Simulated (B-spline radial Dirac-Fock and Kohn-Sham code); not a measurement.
## X-ray form factors of hafnium in several charge states

Level of theory: Dirac-Fock densities; a B-spline atomic structure program.

Configurations: Hf³⁷⁺ [Ar] 3d10 4s2 4p5; Hf⁴²⁺ [Ar] 3d10 4s2; Hf⁴³⁺ [Ar] 3d10 4s1; Hf⁴⁴⁺ [Ar] 3d10; Hf⁴⁵⁺ [Ar] 3d9; Hf⁴⁶⁺ [Ar] 3d8. The first column is f₀ of Hf³⁷⁺, the others are differences from it.

```tsv
s (Å⁻¹)	Hf³⁷⁺	Δ Hf⁴²⁺	Δ Hf⁴³⁺	Δ Hf⁴⁴⁺	Δ Hf⁴⁵⁺	Δ Hf⁴⁶⁺
0	35.000	-5.000	-6.000	-7.000	-8.000	-9.000
0.05	34.958	-4.980	-5.977	-6.973	-7.972	-8.971
0.1	34.833	-4.921	-5.907	-6.893	-7.889	-8.886
0.15	34.625	-4.824	-5.792	-6.761	-7.753	-8.745
0.2	34.339	-4.690	-5.635	-6.580	-7.566	-8.552
0.25	33.978	-4.523	-5.437	-6.353	-7.331	-8.309
0.3	33.546	-4.326	-5.204	-6.085	-7.052	-8.021
0.35	33.050	-4.101	-4.939	-5.779	-6.736	-7.693
0.4	32.495	-3.854	-4.646	-5.443	-6.386	-7.331
0.45	31.888	-3.589	-4.332	-5.080	-6.009	-6.940
0.5	31.236	-3.310	-4.001	-4.698	-5.611	-6.527
0.6	29.828	-2.729	-3.311	-3.900	-4.777	-5.658
0.7	28.327	-2.147	-2.618	-3.096	-3.932	-4.774
0.8	26.788	-1.596	-1.959	-2.329	-3.121	-3.920
0.9	25.258	-1.102	-1.365	-1.635	-2.380	-3.132
1	23.774	-0.682	-0.857	-1.039	-1.734	-2.437
1.1	22.363	-0.346	-0.447	-0.554	-1.198	-1.851
1.2	21.041	-0.096	-0.138	-0.186	-0.779	-1.381
1.4	18.688	+0.171	+0.199	+0.224	-0.266	-0.767
1.6	16.696	+0.200	+0.248	+0.296	-0.097	-0.503
```

Values without a named source are computed, but for edge energies of neutral atoms, which are taken from tables.
